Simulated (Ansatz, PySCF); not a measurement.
Torsion H3–Se1–Se2–H4 in H2Se2 (SMILES [SeH][SeH]); at each angle all else is relaxed with GFN2-xTB, and the levels are single points there.
Geometry at 90° (charge 0, multiplicity 1):
```xyz
4

Se    -1.07770     0.67534     0.36085
Se     1.07339     0.51547    -0.36935
H     -1.60595    -0.48781    -0.34201
H      0.93129     1.33596    -1.56626
```

On the grid 0° to 330°, 0° is the highest and 90° the lowest point at CCSD(T)/CBS(cc-pVTZ, cc-pVQZ).

Cores are frozen in the correlated methods. Filled d and f shells under p-block atoms count as core. CBS: X⁻³ extrapolation of the correlation energy, Hartree–Fock from the larger set.

The values were computed with Ansatz (Gaussian basis) for Hartree–Fock, density functionals and correlated methods; PySCF for the dispersion terms. 

The comparison value is 272.9 meV (CCSD(T)/CBS(cc-pVTZ, cc-pVQZ)). It is a level with limits of its own, not the exact answer.

Order these levels by how close they come to the comparison value for the energy at 0° less that at 90°, closest first: r2SCAN-D4/def2-TZVPP, PBE-D3(BJ)/def2-TZVPP, CCSD(T)/cc-pVDZ. Give each level's value less the comparison value.

CCSD(T)/cc-pVDZ (-2.1 meV), PBE-D3(BJ)/def2-TZVPP (9.4 meV), r2SCAN-D4/def2-TZVPP (20.9 meV)

Ansatz is a quantum-chemistry and plane-wave program.
